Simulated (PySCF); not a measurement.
# A computed series [M(SH)3]−

Computed with PySCF 2.14.0, PBE0, def2-SVP on the ligands, density fitting, scalar-relativistic core potentials, no spin-orbit coupling, vacuum. Each member is relaxed from one template within its symmetry. Distances are means of the shortest metal–ligand contacts, charges and spins Mulliken's; removal energies are rigid, with the ligand's formal charge and no counterpoise, so too large; for an anion taken off a cation in vacuum most of it is the attraction of opposite charges, and multiply charged cations can part far more cheaply with an electron moved from ligand to metal. lcecp potentials hold a fixed number of 4f electrons in the core, out of states, spins and gaps.

**Question.** Order these by the M–SH distance, lowest first.
A. Dy, lcecp-0-SVP with ECP56
B. Eu, lcecp-0-SVP with ECP53
C. Yb, lcecp-0-SVP with ECP60
D. Ce, lcecp-0-SVP with ECP48
E. Pb, def2-SVP with ECP60

**Answer.** E (2.676), C (2.779), A (2.816), B (2.849), D (2.926).

**Question.** What else do they give?

**Answer.** 
```csv
metal,basis on the metal,point group,M–SH (Å),charge on M (e),removal of one SH (eV),"strongest infrared band, degenerate modes summed (cm⁻¹)",unstable modes (below −25 cm⁻¹)
Ce,lcecp-0-SVP with ECP48,"C3, nearly C3h",2.926,0.48,3.67,228,0
Eu,lcecp-0-SVP with ECP53,C3h,2.849,0.42,3.80,230,0
Dy,lcecp-0-SVP with ECP56,C3h,2.816,0.38,3.86,231,0
Yb,lcecp-0-SVP with ECP60,C3h,2.779,0.34,3.93,234,0
Pb,def2-SVP with ECP60,C3,2.676,0.30,3.21,241,0
```

From Ce to Yb the M–SH distance shrinks by 0.15 Å, the lanthanide contraction, and the energy to remove one SH rises by 0.26 eV.

Moved off a saddle point of the template and relaxed again: Ce, Eu, Dy, Yb, Pb. One start shape was tried for each, so a minimum needn't be the lowest isomer. Oxidation states forced by the potential, rare, strongly oxidising or of another configuration in reality: [Ce(SH)3]−, [Dy(SH)3]−.
